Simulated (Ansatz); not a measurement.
`PS[CH2][SnH3]` + H₂ → `CSP` + `[SnH4]` at 298.15 K and 1 bar (hydrogenolysis of a C–Sn bond).

Program: Ansatz. Geometries: PBE0-D4/def2-TZVP. ΔE: electronic, gas phase. CBS: MP2 limit from def2 TZ/QZ plus the TZ coupled-cluster correction, frozen cores. This one scheme is used for every species. Elements past krypton have def2 core potentials. For Sn outer-core shells are correlated without core-valence functions, which leaves a few kJ/mol of doubt a bond. Each species was taken in one conformer, which may not be the lowest.

```csv
species,CCSD(T)/CBS energy (Eh),H − E (kJ/mol),S (J/(mol·K))
`PS[CH2][SnH3]`,-994.97488,198.9,386.7
H₂,-1.17544,35.1,130.4
`CSP`,-779.77158,165.2,309.7
`[SnH4]`,-216.39156,79.6,228.5
```

H − E and S are ideal-gas, rigid-rotor, harmonic terms from PBE0-D4/def2-TZVP, for one conformer and one mirror image of each species. For small species the MP2-based limit differs from directly extrapolated CCSD(T) by up to some mEh (0.8 for H₂); such offsets cancel only in part. 1 Eh = 2625.50 kJ/mol, R = 8.31446 J/(mol·K).

By hand: ΔE, ΔH, ΔS and ΔG.

ΔE = (-779.77158) + (-216.39156) − (-994.97488) − (-1.17544) = -0.01282 Eh = -33.7 kJ/mol. Δ(H − E) = 165.2 + 79.6 − 198.9 − 35.1 = 10.8, so ΔH = -22.9 kJ/mol. ΔS = 309.7 + 228.5 − 386.7 − 130.4 = 21.1 J/(mol·K). ΔG = -22.9 − 298.15 × (21.1)/1000 = -29.2 kJ/mol.

By hand: the equilibrium constant, and the temperature at which ΔG would vanish if ΔH and ΔS stayed fixed.

log₁₀ K = −ΔG/(RT ln 10) = 5.1. ΔH and −TΔS have one sign here, so there is no such temperature.

ΔH outweighs TΔS. A doubt of 5 kJ/mol in ΔE shifts log₁₀ K by 0.9 here. Other conformers and mirror images would add mixing entropy, several J/(mol·K) or more a flexible species. Modes under 60 cm⁻¹, often nearly free rotors, make the harmonic entropy too high. These are equilibria of isolated gas molecules and say nothing of rates. Largest T1 diagnostic: 0.013 (customary marks: 0.02 for closed shells, 0.045 for open ones).
